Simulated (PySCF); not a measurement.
Geometries of 2 isomers of BClH5PSi, from PBE0-D3(BJ)/def2-SVP geometry optimisation, gas phase in PySCF 2.14.0. One conformer each, no zero-point energy, no frequencies.

Question: Which is lower in electronic energy at this level?
A.
```xyz
9
angstrom
B      0.895    0.017   -0.878
P      2.295   -0.702   -1.858
Si     4.149    0.041   -0.860
Cl     5.792   -0.884   -1.709
H      0.949   -0.038    0.327
H     -0.098    0.403   -1.441
H      2.295   -0.058   -3.123
H      4.040   -0.346    0.572
H      4.354    1.508   -1.003
```
B.
```xyz
9
angstrom
Si     0.777    0.646   -0.960
P      2.658    1.872   -0.747
B      3.834    0.494   -0.231
Cl     5.383    0.237   -1.003
H     -0.267    1.510   -1.585
H      0.946   -0.587   -1.784
H      0.364    0.266    0.422
H      3.018    2.055   -2.113
H      3.562   -0.191    0.724
```

Answer: B. That is `[SiH3]PBCl`, 2.9 kcal/mol below the other.

| SMILES | atoms numbered as above | E (Eh) | relative (kcal/mol) | relative (kJ/mol) | dipole (D) |
| --- | --- | --- | --- | --- | --- |
| [SiH3]PBCl | [SiH3:1][PH:2][BH:3][Cl:4] | -1118.14037 | 0.0 | 0.0 | 1.04 |
| BP[SiH2]Cl | [BH2:1][PH:2][SiH2:3][Cl:4] | -1118.13572 | 2.9 | 12.2 | 1.21 |
